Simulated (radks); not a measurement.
Problem. Method: scalar-relativistic Kohn-Sham, LDA (Slater exchange, Perdew-Wang correlation), spin-unpolarised, spherical densities, finite nucleus; Fermi nuclear charge, rms radius of each element as measured or else 0.836 A^(1/3) + 0.57 fm; computed with a radial shooting solver on a logarithmic mesh with Libxc functionals. Response by self-consistent Sternheimer equations with the Hartree and adiabatic LDA kernel, the relativistic mass of each level held fixed and spin-orbit coupling left out. For heavy and open-shell atoms this level of theory can miss by tens of per cent. Estimate the static dipole polarisabilities of Pm ([Xe] 4f5 6s2) and Tb4+ ([Xe] 4f7) and the C6 coefficients of the three pairs.

Solution. alpha = 177.9 and 4.267 bohr^3; C6 = 2868 (Pm-Pm), 146.5 (Pm-Tb4+), 21.61 (Tb4+-Tb4+) hartree bohr^6.
